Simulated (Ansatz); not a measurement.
System: C2H10OSi2 (charge 0, singlet). SMILES: C[SiH](C)O[SiH3]
Geometry from a B3LYP-D3(BJ)/def2-TZVP (Ansatz, an electronic-structure program) optimisation:
```
Si
O 1 1.6475
Si 2 1.6313 1 147.77
H 3 1.4789 2 108.79 1 179.84
H 1 1.4826 2 106.50 3 179.40
H 3 1.4833 4 109.28 2 -120.70
H 3 1.4833 4 109.28 6 -118.60
C 1 1.8675 5 109.88 2 -118.69
H 8 1.0918 1 111.11 5 59.43
H 8 1.0927 9 107.97 1 -122.11
H 8 1.0928 9 107.90 10 -116.28
C 1 1.8675 5 109.88 2 118.71
H 12 1.0918 1 111.11 5 -59.47
H 12 1.0927 13 107.97 1 122.12
H 12 1.0928 13 107.90 14 116.27
```

Computed values are from Ansatz. Valence correlation only, unless marked. UHF or UKS for open shells. No spin-orbit coupling. No relativistic terms. CBS marks a two-point X^-3 extrapolation of the correlation energy; Hartree-Fock from the larger set.

### Question
What is the T1 diagnostic at CCSD/cc-pV(Q+d)Z?

### Answer
0.010.

### Question
What is the total energy at CCSD(T)/CBS(cc-pV(T+d)Z,cc-pV(Q+d)Z)?

### Answer
-735.5527 Eh.

### Question
What is the dipole moment at CCSD(T)/aug-cc-pV(D+d)Z?

### Answer
1.03 D.

### Question
What is the atomisation energy De at CCSD(T)/CBS(cc-pV(T+d)Z,cc-pV(Q+d)Z)?

### Answer
5490.7 kJ/mol.
